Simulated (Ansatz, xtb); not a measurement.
## Ranking isomers of C6H7Cl

3 gas-phase structures of C6H7Cl, from a drawn sample of its isomers (lower ones may exist). Each was relaxed with GFN2-xTB:

A. `Cl[C@@H]1C=CC=CC1`, a singlet
B. `ClC1=CC=CCC1`, a singlet
C. `ClC1=CCCC=C1`, a singlet

Question: Which do you expect lowest at r2SCAN-D4/def2-SVP, and how would the others follow?

Answer: Calculated order at r2SCAN-D4/def2-SVP: B (0.0), C (1.7), A (3.4) kcal/mol.

Energies above the lowest of each column, in kcal/mol; the last columns are at B3LYP-D3(BJ)/def2-SVP geometries:

```
structure  GFN2-xTB  HF/STO-3G  r2SCAN-D4/def2-SVP  B3LYP-D3(BJ)/def2-SVP  CCSD(T)/def2-SVP + ΔMP2/def2-TZVPP
        B       0.0        0.0                 0.0                    0.0                                 0.0
        C       1.1        0.5                 1.7                    1.5                                 1.2
        A       6.1        2.7                 3.4                    2.5                                 1.4
```

Every level run on B puts it lowest or level with the lowest. Flexible structures stand in one conformer each, not always the lowest. ΔMP2 is the change of the MP2 energy from the smaller to the larger basis.

Programs: Ansatz 0.2.0, xtb 6.7.1.
